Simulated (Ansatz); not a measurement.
Program: Ansatz. Geometries: PBE0-D4/def2-TZVP. ΔE: electronic, gas phase. CCSD(T)/CBS is the MP2 limit (def2-TZVPP, def2-QZVPP) plus CCSD(T) − MP2 in def2-TZVPP, frozen cores. This one scheme is used for every species. DFT in def2-TZVPP. B3LYP here is the variant with VWN-RPA as its local correlation; programs differ in this. One conformer a species, not always the lowest.

Consider the ligand exchange at the Si–C bond: `C=C[SiH2]N[SiH3]` + H–F → `F[SiH2]N[SiH3]` + `C=C`.

`C=C[SiH2]N[SiH3]`:

Z-matrix (Å, degrees):
```
Si
C 1 1.858
N 1 1.727 2 111.8
H 1 1.491 2 106.0 3 122.7
H 1 1.486 2 111.5 3 -118.2
C 2 1.331 1 122.3 3 -120.4
H 2 1.089 1 119.4 3 59.3
Si 3 1.725 1 129.5 2 -126.2
H 3 1.011 1 115.0 2 55.1
H 6 1.087 2 121.4 1 -0.1
H 6 1.087 2 122.5 1 -179.9
H 8 1.490 3 111.4 1 124.1
H 8 1.490 3 112.3 1 -115.9
H 8 1.483 3 107.6 1 4.2
```

H–F:

```xyz
2

F     0.388    0.163    0.186
H    -0.388   -0.163   -0.186
```

`F[SiH2]N[SiH3]`:

Z-matrix (Å, degrees):
```
Si
N 1 1.706
F 1 1.601 2 112.6
H 1 1.478 2 108.8 3 117.8
H 1 1.480 2 109.3 3 -117.5
Si 2 1.733 1 128.1 3 -87.6
H 2 1.011 1 115.6 3 85.3
H 6 1.487 2 110.9 1 -127.0
H 6 1.487 2 112.0 1 112.6
H 6 1.483 2 106.7 1 -7.3
```

`C=C`:

Cartesian coordinates in Å:
```
C -0.294 0.527 0.271
C 0.294 -0.527 -0.271
H -0.350 1.477 -0.249
H -0.742 0.484 1.258
H 0.350 -1.478 0.249
H 0.742 -0.484 -1.258
```

```tsv
level	ΔE (kcal/mol)
B3LYP-D4	-35.9
MP2/def2-QZVPP	-34.7
```

(1) What does CCSD(T)/CBS give? (Estimate.)

Largest T1 diagnostic among the species: 0.011.

## Answers

(1) The calculation gave: -35.0 kcal/mol. The listed levels differ from it by -0.9, 0.3 kcal/mol.

From BLYP to BHLYP (50 % exact exchange), in def2-TZVPP and without D4, ΔE moves by −0.9 kcal/mol. In def2-TZVPP, CCSD(T) changes the Hartree–Fock value by +6.0 kcal/mol (the triples alone add +0.9 kcal/mol) and MP2 by +6.5 kcal/mol. The D4 term adds +2.4 kcal/mol with B3LYP and +1.4 kcal/mol with PBE0; it sums over pairs of atoms, weighted by their polarisabilities, and B3LYP, whose exchange is more repulsive, gets the larger term.
